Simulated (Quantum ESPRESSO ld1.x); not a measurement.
Problem. Coherent X-ray form factor from a spherical all-electron density. All-electron calculation, scalar-relativistic Kohn-Sham, HCTH/120, spin-unpolarised, spherical densities, point nucleus. Program: ld1.x of Quantum ESPRESSO 7.5.

sin(theta)/lambda (1/angstrom)  f0 (electrons)
0.05                                    55.391
0.1                                     53.670
0.15                                    51.119
0.2                                     48.098
0.25                                    44.946
0.3                                     41.910
0.4                                     36.631
0.5                                     32.421
0.6                                     28.954
0.8                                     23.453
1                                       19.590
1.25                                    16.494
1.5                                     14.283
2                                       10.478

The species is in the configuration that NIST lists as its ground one. Which atom or ion scatters so?

Solution. The neodymium ion Nd4+, [Xe] 4f2. Extrapolating in s^2 from the first two rows gives f0(0) = 56.0, near the electron count 56; among species with that count, the fall with angle is slower the higher Z, and the table is that of Z = 60; from so few rows the species is fixed only to a neighbour or two.
